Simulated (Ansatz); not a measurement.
A nudged elastic band was laid between two geometries of F4Si + H2O (8 atoms, charge 0, multiplicity 1).

Computed with RKS B3LYP-D4/6-31G* (Ansatz).

| Property | Result |
| --- | --- |
| movable images | 7 |
| climbing image | yes |
| spring | 5.0 eV/Å² |
| optimiser | quadratic models (default) |
| start path | through a guess of the saddle point |
| force threshold | 0.03 eV/Å |
| iteration limit | 60 |
| end points | relaxed |

First end point:

```xyz
8
Properties=species:S:1:pos:R:3
Si 0.210 0.051 -0.058
F 0.338 -0.010 1.525
F 1.714 -0.009 -0.574
F -0.363 1.414 -0.611
F -0.469 -1.244 -0.682
O -2.202 0.043 0.828
H -2.574 -0.790 0.500
H -2.106 -0.085 1.785
```

Last end point:

```xyz
8
Properties=species:S:1:pos:R:3
Si -0.367 -0.121 -0.350
F -0.228 0.846 2.206
F 1.017 -0.695 0.155
F -0.273 1.439 -0.580
F -0.669 -0.798 -1.761
O -1.623 -0.532 0.634
H -2.279 -1.119 0.231
H -1.029 0.351 2.178
```

(1) Which bonds break or form, and what moves?

(2) What energy profile does the band end with?

(3) What is the geometry of the highest image?

(4) What are the harmonic wavenumbers there?

## Answers

(1) Bonds broken: Si1–F2, O6–H8. Bonds formed: Si1–O6, F2–H8. F4Si + H2O becomes F3HOSi + FH.

(2) The run converged. The highest image is number 5 of 0 to 8, 1.17 eV above the first end and 0.60 eV above the last; the last end lies 0.58 eV above the first. A vibrational analysis at the climbing image gives one clearly imaginary mode, 831i cm⁻¹: a first-order saddle point. The orbitals stay closed-shell, which can raise the energy where a bond breaks towards radicals; this wasn't checked here.

```
image  path coordinate (Å)  energy (eV)  Si1–F2 (Å)  O6–H8 (Å)  Si1–O6 (Å)
    0                 0.00         0.00        1.59       0.97        2.57
    1                 0.56         0.08        1.59       0.97        2.67
    2                 1.12         0.32        1.60       0.97        2.44
    3                 1.68         0.51        1.63       0.97        2.14
    4                 2.24         0.68        1.68       0.98        1.94
    5                 2.80         1.17        1.89       1.19        1.78
    6                 3.18         0.89        2.15       1.48        1.70
    7                 3.55         0.64        2.46       1.71        1.66
    8                 3.93         0.58        2.74       1.88        1.65
```

(3) 
```xyz
8
Properties=species:S:1:pos:R:3
Si -0.293 0.071 -0.117
F -0.175 0.715 1.661
F 1.067 -0.716 0.152
F -0.197 1.565 -0.649
F -0.773 -0.704 -1.447
O -1.771 -0.375 0.764
H -2.130 -1.271 0.659
H -1.180 0.086 1.690
```

(4) 831i, 113, 204, 315, 362, 385, 392, 453, 557, 699, 785, 824, 873, 1010, 1060, 1222, 1998, 3787 cm⁻¹.

The run took 3.9 min on 2 threads of Arm Neoverse V2 (shared host), peak memory 0.2 GiB.
